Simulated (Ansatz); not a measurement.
Cost and result for the atomization energy of `O[SiH2]C(O)Br` (10 atoms, 9 bonds).

```
atom   x (Å)   y (Å)   z (Å)
  O1   0.857  -0.312   1.557
 Si2  -0.266   0.616   0.790
  C3  -0.393  -0.059  -0.976
  O4  -0.674  -1.395  -1.068
 Br5   1.447   0.362  -1.730
  H6   1.750  -0.247   1.207
  H7  -1.537   0.369   1.511
  H8   0.066   2.060   0.741
  H9  -1.050   0.476  -1.659
 H10  -0.200  -1.869  -0.373
```

Total charge 0; spin multiplicity 1. Correlated methods include outer-core shells of Br, which these sets cover unevenly. Scalar relativity is left out up to krypton. All single points use the PBE0-D4/def2-TZVP geometry. It is one conformer, not always the lowest. Program: Ansatz. All runs use 4 threads of an Arm Neoverse V2 on a shared host. Times are those of one run each, without the atoms' runs, and a repeat can differ threefold. Electronic energies, without spin–orbit coupling; frozen cores. CCSD(T)/CBS adds CCSD(T) − MP2 in def2-TZVPP to the MP2 limit, and its time is that of the two runs behind it. T1 = 0.011. With those shells the extrapolation isn't a true limit. HSE06 is the plane-wave form, built on full-range PBE exchange.

CCSD(T)/CBS is a level of theory with its own doubt, some kJ/mol a heavy atom from the limit and from the frozen cores, so smaller differences don't rank the functionals.

```csv
level,functions,wall time
revPBE-D4/def2-TZVPP,253,2.1 s
BLYP-D4/def2-TZVPP,253,2.4 s
PBE-D4/def2-TZVPP (with forces),253,2.7 s
PBE0-D4/def2-TZVPP,253,6 s
HSE06-D4/def2-TZVPP,253,6 s
BHLYP-D4/def2-TZVPP,253,6 s
B2PLYP/def2-TZVPP,253,6.5 s
PBE-QIDH/def2-TZVPP,253,7.5 s
CCSD(T)/def2-SVP,117,9.5 s
B97M-V/def2-TZVPP,253,11 s
MP2/def2-QZVPP,480,52 s
CCSD(T)/def2-TZVPP,253,4.4 min
CCSD(T)/CBS(def2),–,5.2 min
```

Problem. What atomization energy does each give, and how far from CCSD(T)/CBS? (Best estimate.)

Solution. Computed: 
| level | atomization (kJ/mol) | difference from CCSD(T)/CBS | per bond |
| --- | --- | --- | --- |
| revPBE-D4/def2-TZVPP | 3448.8 | -48.1 | -5.4 |
| BLYP-D4/def2-TZVPP | 3471.6 | -25.3 | -2.8 |
| PBE-D4/def2-TZVPP (with forces) | 3546.0 | 49.1 | 5.4 |
| PBE0-D4/def2-TZVPP | 3459.9 | -37.0 | -4.1 |
| HSE06-D4/def2-TZVPP | 3463.2 | -33.7 | -3.8 |
| BHLYP-D4/def2-TZVPP | 3334.4 | -162.5 | -18.1 |
| B2PLYP/def2-TZVPP | 3427.6 | -69.3 | -7.7 |
| PBE-QIDH/def2-TZVPP | 3436.5 | -60.4 | -6.7 |
| CCSD(T)/def2-SVP | 3217.1 | -279.8 | -31.1 |
| B97M-V/def2-TZVPP | 3468.0 | -28.9 | -3.2 |
| MP2/def2-QZVPP | 3531.2 | 34.3 | 3.8 |
| CCSD(T)/def2-TZVPP | 3384.2 | -112.7 | -12.5 |
| CCSD(T)/CBS(def2) | 3496.9 | 0.0 | 0.0 |

The D4 term adds +39.0 kJ/mol with B3LYP and +20.3 kJ/mol with PBE0; it sums over pairs of atoms, weighted by their polarisabilities, and B3LYP, whose exchange is more repulsive, gets the larger term. From PBE to PBE0 (25 % exact exchange), in def2-TZVPP and without D4, the atomization energy moves by −82.4 kJ/mol: exact exchange takes away binding that semilocal exchange gives to molecules. At CCSD(T), def2-SVP lies −279.8 kJ/mol from the extrapolated value and def2-TZVPP −112.8 kJ/mol: correlation converges slowly with the basis, and small sets miss more of it in the bonded molecule than in its fragments.

B3LYP here is the variant with VWN-RPA as its local correlation; programs differ in this.
